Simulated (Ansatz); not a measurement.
Cost and result for the atomization energy of `[NH2][In]([OH])[SH]` (8 atoms, 7 bonds).

Total charge 0; spin multiplicity 1. Correlated methods include outer-core shells of In, which these sets cover unevenly. In: def2 effective core potential. The geometry is a stationary point of PBE0-D4/def2-TZVP. It is one conformer, not always the lowest. Program: Ansatz. All runs use 4 threads of an AMD EPYC 7B13 on a shared host. Times are those of one run each, without the atoms' runs, and a repeat can differ threefold. Electronic energies, without spin–orbit coupling; frozen cores. CCSD(T)/CBS adds CCSD(T) − MP2 in def2-TZVPP to the MP2 limit, and its time is that of the two runs behind it. T1 = 0.015. With those shells the extrapolation isn't a true limit. HSE06 is the plane-wave form, built on full-range PBE exchange.

CCSD(T)/CBS is a level of theory with its own doubt, some kJ/mol a heavy atom from the limit and from the frozen cores, so smaller differences don't rank the functionals.

| level | functions | wall time | atomization (kJ/mol) | difference from CCSD(T)/CBS | per bond |
| --- | --- | --- | --- | --- | --- |
| LDA (SPW92)/def2-TZVPP | 210 | 1.1 s | 2827.9 | 381.8 | 54.5 |
| revPBE-D4/def2-TZVPP | 210 | 1.4 s | 2382.4 | -63.7 | -9.1 |
| HSE06-D4/def2-TZVPP | 210 | 2.4 s | 2392.7 | -53.4 | -7.6 |
| CAM-B3LYP-D4/def2-TZVPP | 210 | 2.7 s | 2414.8 | -31.3 | -4.5 |
| r2SCANh-D4/def2-TZVPP | 210 | 3.6 s | 2384.9 | -61.2 | -8.7 |
| CCSD(T)/def2-SVP | 92 | 3.9 s | 2183.1 | -263.0 | -37.6 |
| PBE-QIDH/def2-TZVPP | 210 | 4.2 s | 2372.7 | -73.4 | -10.5 |
| ωB97X-V/def2-TZVPP | 210 | 4.8 s | 2437.7 | -8.4 | -1.2 |
| B97M-V/def2-TZVPP | 210 | 5.5 s | 2419.8 | -26.3 | -3.8 |
| ωB97M-V/def2-TZVPP (with forces) | 210 | 7 s | 2432.6 | -13.5 | -1.9 |
| MP2/def2-QZVPP | 386 | 11 s | 2449.7 | 3.6 | 0.5 |
| CCSD(T)/def2-TZVPP | 210 | 72 s | 2345.5 | -100.6 | -14.4 |
| CCSD(T)/CBS(def2) | – | 83 s | 2446.1 | 0.0 | 0.0 |

From r2SCAN to r2SCAN0 (25 % exact exchange), in def2-TZVPP and without D4, the atomization energy moves by −67.8 kJ/mol: exact exchange takes away binding that semilocal exchange gives to molecules. In def2-TZVPP, CCSD(T) changes the Hartree–Fock value by +810.5 kJ/mol (the triples alone add +53.5 kJ/mol) and MP2 by +854.6 kJ/mol; breaking electron pairs costs correlation energy, which Hartree–Fock lacks. At CCSD(T), def2-SVP lies −263.0 kJ/mol from the extrapolated value and def2-TZVPP −100.6 kJ/mol: correlation converges slowly with the basis, and small sets miss more of it in the bonded molecule than in its fragments.

Spin–orbit coupling would lower the free In atoms strongly, and the atomization energy with them, by more than many differences here.
